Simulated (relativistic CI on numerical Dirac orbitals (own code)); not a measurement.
## Sc³⁺ in a cubic cluster: 3p photoemission with charge transfer

Computed with a charge-transfer multiplet model of a cubic metal-ligand cluster with up to 2 ligand holes, Slater and spin-orbit integrals from Dirac-Coulomb-Breit ions, Slater integrals scaled by 0.7. The ground state mixes d0 with configurations of k ligand holes L, whose averages lie at kΔ + k(k − 1)U_dd/2; a core hole lowers each added d electron by U_cd. 20 K, Lorentzian 0.9 eV and Gaussian 0.8 eV FWHM.

Atomic integrals in eV (Slater integrals scaled, ζ unscaled), ground: F2dd 4.121, F4dd 2.525, zeta_d 0.005; with the core hole: F2dd 4.121, F4dd 2.525, zeta_d 0.012, zeta_core 0.361, F2cd 6.767, G1cd 8.453, G3cd 5.135. Where a configuration has fewer than two d electrons, the dd integrals are those of d2.

Cluster parameters (eV): Δ = 3.8, U_cd = 5.1, 10Dq = 0.45, 10Dq(ligand) = 0.2, V(eg) = 1.8, V(t2g) = -0.76, final-state hopping factor = 0.8.

```csv
Case,n_d,d0,d1L,d2L2,S
U_dd = 2.8 eV,0.47,0.58,0.37,0.05,0.00
U_dd = 4.2 eV,0.45,0.60,0.36,0.04,0.00
U_dd = 4.9 eV,0.44,0.60,0.36,0.04,0.00
```

Weights, n_d and S are thermal averages at 20 K. Binding energies count from the first peak over 30 % of the highest in each spectrum, which can be another peak from case to case. The parameters are a model scan and need not match a compound or its usual spin state. Peaks in eV (height, largest 100):
- U_dd = 2.8 eV: 0.0 (100), 3.2 (23), 6.5 (33)
- U_dd = 4.2 eV: 0.0 (100), 3.2 (21), 6.5 (29)
- U_dd = 4.9 eV: 0.0 (100), 3.3 (21), 6.7 (28)

Curve for U_dd = 2.8 eV (points under 2 left out, the grid thinned):

(E (eV), Intensity): (-3.1, 3.5), (-2.7, 4.5), (-2.4, 5.6), (-2.1, 7.2), (-1.7, 10.9), (-1.3, 18.5), (-1.0, 30.1), (-0.7, 50.2), (-0.3, 85.5), (0.1, 99.9), (0.4, 86.4), (0.7, 65.6), (1.1, 47.5), (1.5, 38.6), (1.8, 32.4), (2.1, 26.8), (2.5, 22.7), (2.9, 22.8), (3.2, 23.3), (3.5, 21.8), (3.9, 17.4), (4.3, 13.2), (4.6, 11.7), (4.9, 12.2), (5.3, 16.1), (5.7, 23.1), (6.0, 28.7), (6.3, 32.7), (6.7, 31.9), (7.1, 24.7), (7.4, 18.6), (7.7, 13.7), (8.1, 9.8), (8.5, 8.0), (8.8, 7.1), (9.1, 6.2), (9.5, 4.7), (9.9, 3.4), (10.2, 2.7), (10.5, 2.3), (10.9, 2.3), (11.3, 2.5), (11.6, 2.7), (11.9, 2.6), (12.3, 2.0)

A d0 ion has no d-d gap: its lowest excitations are ligand-to-metal charge transfer. With the core hole the average of the configuration with one ligand hole lies at Δ − U_cd = -1.3 eV before mixing: the effective hopping of about 3.1 eV (from the holes of the mixed ground state) is comparable with this gap or larger, so the configurations mix strongly.

With at most 2 ligand holes the space is cut while the next configuration still counts, so covalency is underestimated, and a final configuration with one more ligand hole, which can lie low, is missing from the spectra.
